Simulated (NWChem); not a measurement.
Program: NWChem. System: disilazane (H7NSi2), charge 0, spin multiplicity 1, at a geometry optimised with PBE/def2-SVP. Level: RHF/def2-TZVP.

Input file:

```
start mol
memory heap 200 mb stack 900 mb global 1100 mb
geometry units angstroms nocenter noautoz
  Si    -0.113619    -0.071621    -1.584454
  N      0.528758     0.323110     0.000000
  Si    -0.113619    -0.071621     1.584454
  H      1.006726    -0.445513    -2.519984
  H     -1.049368    -1.233891    -1.411037
  H     -0.874277     1.059351    -2.234737
  H      1.313866     0.983717     0.000000
  H     -0.874277     1.059351     2.234737
  H      1.006726    -0.445513     2.519984
  H     -1.049368    -1.233891     1.411037
  symmetry group Cs
end
basis spherical
  * library def2-tzvp
end
scf
  rhf
  nopen 0
  maxiter 100
  thresh 1e-7
  semidirect memsize 60000000 filesize 0
end
task scf energy
```

NWChem printed:

```
             Northwest Computational Chemistry Package (NWChem) 7.3.0
             --------------------------------------------------------

                                NWChem Input Module
                                -------------------

 Scaling coordinates for geometry "geometry" by  1.889725989
 (inverse scale =  0.529177249)

 Turning off AUTOSYM since
 SYMMETRY directive was detected!

                             Geometry "geometry" -> ""
                             -------------------------

 Output coordinates in angstroms (scale by  1.889725989 to convert to a.u.)

  No.       Tag          Charge          X              Y              Z
 ---- ---------------- ---------- -------------- -------------- --------------
    1 Si                  14.0000    -0.11361900    -0.07162100    -1.58445400
    2 N                    7.0000     0.52875800     0.32311000     0.00000000
    3 Si                  14.0000    -0.11361900    -0.07162100     1.58445400
    4 H                    1.0000     1.00672600    -0.44551300    -2.51998400
    5 H                    1.0000    -1.04936800    -1.23389100    -1.41103700
    6 H                    1.0000    -0.87427700     1.05935100    -2.23473700
    7 H                    1.0000     1.31386600     0.98371700     0.00000000
    8 H                    1.0000    -0.87427700     1.05935100     2.23473700
    9 H                    1.0000     1.00672600    -0.44551300     2.51998400
   10 H                    1.0000    -1.04936800    -1.23389100     1.41103700

 Effective nuclear repulsion energy (a.u.)     154.4162924762

            Nuclear Dipole moment (a.u.)
            ----------------------------
        X                 Y               Z
 ---------------- ---------------- ----------------
     0.0000037795    -0.0000132281     0.0000000000

      Symmetry information
      --------------------

 Group name             Cs
 Group number              2
 Group order               2
 No. of unique centers     6

      Symmetry unique atoms

     1    2    4    5    6    7


 Summary of "ao basis" -> "" (spherical)
[...]
              MO Center=  3.3D-01,  3.6D-01,  4.4D-15, r^2= 8.2D+00
   Bfn.  Coefficient  Atom+Function         Bfn.  Coefficient  Atom+Function
  ----- ------------  ---------------      ----- ------------  ---------------
    42      2.137742   2 N  s                20     -0.721592   1 Si pz
    88      0.721592   3 Si pz              126     -0.606040   7 H  s
    18     -0.465572   1 Si px               86     -0.465572   3 Si px
    19     -0.437460   1 Si py               87     -0.437460   3 Si py
   114     -0.354469   5 H  s               144     -0.354469  10 H  s

 Vector   23  Occ=0.000000D+00  E= 1.477884D-01  Symmetry=a'
              MO Center= -8.7D-01,  9.1D-02, -5.3D-14, r^2= 6.5D+00
   Bfn.  Coefficient  Atom+Function         Bfn.  Coefficient  Atom+Function
  ----- ------------  ---------------      ----- ------------  ---------------
   108     -1.202065   4 H  s               138     -1.202065   9 H  s
    18      1.192354   1 Si px               86      1.192354   3 Si px
     5      0.500005   1 Si s                73      0.500005   3 Si s
    20     -0.440963   1 Si pz               88      0.440963   3 Si pz
    49     -0.403095   2 N  px              114      0.399125   5 H  s

 Vector   24  Occ=0.000000D+00  E= 1.520540D-01  Symmetry=a"
              MO Center= -3.0D-01, -1.1D-01,  4.7D-14, r^2= 1.2D+01
   Bfn.  Coefficient  Atom+Function         Bfn.  Coefficient  Atom+Function
  ----- ------------  ---------------      ----- ------------  ---------------
    20      1.497509   1 Si pz               88      1.497509   3 Si pz
     5      1.481935   1 Si s                73     -1.481935   3 Si s
    51      1.465685   2 N  pz               18      0.737313   1 Si px
    19      0.734899   1 Si py               86     -0.737313   3 Si px
    87     -0.734899   3 Si py              114      0.379510   5 H  s

 center of mass
 --------------
 x =   0.01282789 y =   0.00634717 z =   0.00000000

 moments of inertia (a.u.)
 ------------------
         627.812996444924         -14.239788289073           0.000000000000
         -14.239788289073         641.106168611807           0.000000000000
           0.000000000000           0.000000000000          73.674341204856

  Mulliken analysis of the total density
  --------------------------------------

    Atom       Charge   Shell Charges
 -----------   ------   -------------------------------------------------------
    1 Si  14    13.56   2.00  0.58  1.39  0.78  0.37  4.12  1.73  0.52  1.31  0.30  0.18  0.23  0.04
    2 N    7     7.75   0.82  1.16  0.49  0.86  0.19  1.50  1.89  0.83  0.00  0.02  0.00
    3 Si  14    13.56   2.00  0.58  1.39  0.78  0.37  4.12  1.73  0.52  1.31  0.30  0.18  0.23  0.04
    4 H    1     1.06   0.24  0.57  0.25  0.01
    5 H    1     1.05   0.24  0.56  0.24  0.01
    6 H    1     1.07   0.24  0.57  0.25  0.01
    7 H    1     0.76   0.25  0.42  0.05  0.04
    8 H    1     1.07   0.24  0.57  0.25  0.01
    9 H    1     1.06   0.24  0.57  0.25  0.01
   10 H    1     1.05   0.24  0.56  0.24  0.01

       Multipole analysis of the density wrt the origin
       ------------------------------------------------

     L   x y z        total         open         nuclear
     -   - - -        -----         ----         -------
     0   0 0 0      0.000000      0.000000     42.000000

     1   1 0 0      0.271020      0.000000      0.000004
     1   0 1 0      0.260284      0.000000     -0.000013
     1   0 0 1     -0.000000      0.000000      0.000000

     2   2 0 0    -27.276634      0.000000     35.006644
     2   1 1 0      1.597938      0.000000      9.129467
     2   1 0 1      0.000000      0.000000      0.000000
     2   0 2 0    -27.686380      0.000000     26.884809
     2   0 1 1      0.000000      0.000000      0.000000
     2   0 0 2    -28.855451      0.000000    346.266943

 Task  times  cpu:        9.7s     wall:        9.7s

 Total times  cpu:        9.7s     wall:        9.7s
```
